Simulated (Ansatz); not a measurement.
C3H10Si2, SMILES `C1C[SiH2][SiH2]C1`. Total charge 0; spin multiplicity 1.

```xyz
15

C    -1.2718    0.3542    0.0692
C    -0.1715    1.3487    0.4622
Si    1.4514    0.8241   -0.3718
Si    0.8190   -1.4244   -0.4732
C    -0.8582   -1.0957    0.3532
H    -1.4934    0.4641   -0.9994
H    -2.2025    0.5922    0.5957
H    -0.0212    1.3213    1.5475
H    -0.4520    2.3740    0.2081
H     1.6067    1.4630   -1.7088
H     2.6533    1.1522    0.4425
H     1.6559   -2.3970    0.2812
H     0.6493   -1.9360   -1.8623
H    -0.7400   -1.2399    1.4333
H    -1.6251   -1.8007    0.0225
```

(1) Give the diagnostics of a CCSD(T)/def2-TZVPP run (frozen core, Ansatz 0.2.0). (An estimate is asked.)

Results:

(1) The calculation gave: T1 = 0.0114, largest single amplitude 0.019, largest double 0.021, (T) share of the correlation energy 3.9 %, 8 CCSD cycles. The RHF solution is stable towards an unrestricted one. T1 lies under the customary mark of 0.02 for closed shells.
